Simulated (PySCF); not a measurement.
**Ionisation energy of Ni by level of theory**

Ni [Ar] 3d8 4s2 (3F) → Ni⁺ [Ar] 3d9 (2D), as a difference of total energies. All numbers are calculated (PySCF 2.14, the non-relativistic Hamiltonian (point nucleus), in aug-cc-pVDZ (7s6p4d2f, 59 functions)). Correlated levels: valence: [Ar] frozen. The calculations carry no spin-orbit coupling.

```
           method  ionisation energy (eV)
              UHF                   7.671
    MP2 (valence)                   6.500
SCS-MP2 (valence)                   6.733
   CCSD (valence)                   7.323
CCSD(T) (valence)                   7.340
```

How much does correlation contribute at CCSD(T) (valence)?

7.340 − (7.671) = -0.331 eV, measured against UHF.

These non-relativistic numbers lack the scalar-relativistic shift.

The reference lies between the lowest fine-structure levels, while these numbers refer to the centres of the terms.

Errors of the correlated levels include the incompleteness of this basis and the frozen core.

For comparison: 7.640 eV (measured; NIST Atomic Spectra Database, ionization energies).
